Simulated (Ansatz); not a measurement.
`[SiH3][O][Ti]([Cl])([Cl])[Cl]`, relaxed with RKS PBE-D4/def2-SVP in Ansatz from a rough embedded geometry. The force threshold is 0.03 eV/Å; the program also tests the step.

Charge 0, multiplicity 1.

Start:

```xyz
9

Si   -0.629    1.454    0.242
O    -0.505    0.350   -1.073
Ti    0.506   -1.242   -0.421
Cl    2.624   -0.656    0.078
Cl    0.569   -2.808   -2.173
Cl   -0.602   -2.205    1.402
H    -1.197    2.688   -0.169
H     0.728    1.624    0.783
H    -1.494    0.797    1.332
```

| step | energy (eV) | largest force (eV/Å) | largest move (Å) |
| --- | --- | --- | --- |
| 1 | -70617.8088 | 2.616 | 0.000 |
| 2 | -70618.8075 | 1.264 | 0.192 |
| 3 | -70618.9557 | 0.838 | 0.200 |
| 4 | -70619.0031 | 0.362 | 0.195 |
| 5 | -70619.0487 | 0.262 | 0.190 |
| 6 | -70619.0549 | 0.376 | 0.112 |
| 7 | -70619.0677 | 0.060 | 0.164 |
| 8 | -70619.0701 | 0.028 | 0.057 |
| 9 | -70619.0701 | 0.119 | 0.108 |
| 10 | -70619.0711 | 0.046 | 0.057 |
| 11 | -70619.0714 | 0.027 | 0.015 |
| 12 | -70619.0718 | 0.063 | 0.030 |
| 13 | -70619.0722 | 0.075 | 0.035 |
| 14 | -70619.0725 | 0.084 | 0.028 |
| 15 | -70619.0730 | 0.069 | 0.065 |
| 16 | -70619.0731 | 0.060 | 0.044 |
| 17 | -70619.0733 | 0.053 | 0.006 |
| 18 | -70619.0736 | 0.003 | 0.010 |

End:

```xyz
9

Si   -0.729    1.605    0.354
O    -0.030    0.106   -0.028
Ti    0.671   -1.468   -0.336
Cl    2.853   -1.301   -0.217
Cl    0.066   -2.133   -2.333
Cl   -0.063   -2.865    1.184
H    -1.131    2.274   -0.927
H     0.291    2.427    1.084
H    -1.928    1.356    1.220
```

Run time 45 s (4 threads of an Arm Neoverse V2 on a shared host); peak host memory 0.22 GiB.
